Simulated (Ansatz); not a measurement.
A made-up structure of AlBH₄SO, singlet:

| atom | x (Å) | y (Å) | z (Å) |
| --- | --- | --- | --- |
| B1 | -1.3155 | -0.1457 | -1.1966 |
| O2 | -0.5321 | 0.1232 | -0.1508 |
| Al3 | 0.4544 | 0.4617 | 1.1677 |
| S4 | 2.4835 | -0.3179 | 1.1714 |
| H5 | -1.9984 | -1.1372 | -1.1863 |
| H6 | -1.3270 | 0.6054 | -2.1375 |
| H7 | 3.4535 | 0.1276 | 2.0142 |
| H8 | 2.3309 | -0.9119 | -0.0254 |

It is relaxed with PBE-D4/def2-SVP and then PBE0-D4/def2-TZVP (Ansatz 0.2.0). Atoms count as bonded within 1.22 times the sum of their covalent radii (H–H: 0.88 Å). The end point is not checked to be a true minimum.

Task: Does its bonding change? (Judge from chemistry; the calculation decides.)

Result: The calculation gives: Yes. Formed: none; broken: Al3–S4.

Where it ends: The first stage lowers the energy by 2.77 eV in 20 steps. It ends as a complex of AlBH₂O ([BH2][O][Al]) + H₂S:
```
atom    x (Å)    y (Å)    z (Å)
  B1  -1.1187  -0.2068  -1.0959
  O2  -0.6190   0.2662   0.0458
 Al3  -0.1183   0.9354   1.5548
  S4   2.3645  -0.9065   1.0405
  H5  -2.0115  -1.0170  -1.0758
  H6  -0.6674   0.1723  -2.1498
  H7   3.3072  -0.0806   1.5207
  H8   2.4126  -0.3578  -0.1834
```

Labels in which every atom is bracketed show which atoms are joined, not bond orders.

For scale, one of the runs: PBE0-D4/def2-TZVP relaxation, 160 basis functions, launched by `ansatz run in.yaml --threads 2 --pin off --events-out ev --progress --plain --max-ram 4352MiB`. The run took about 67 s on 2 CPU threads of an Arm Neoverse V2 (shared host).
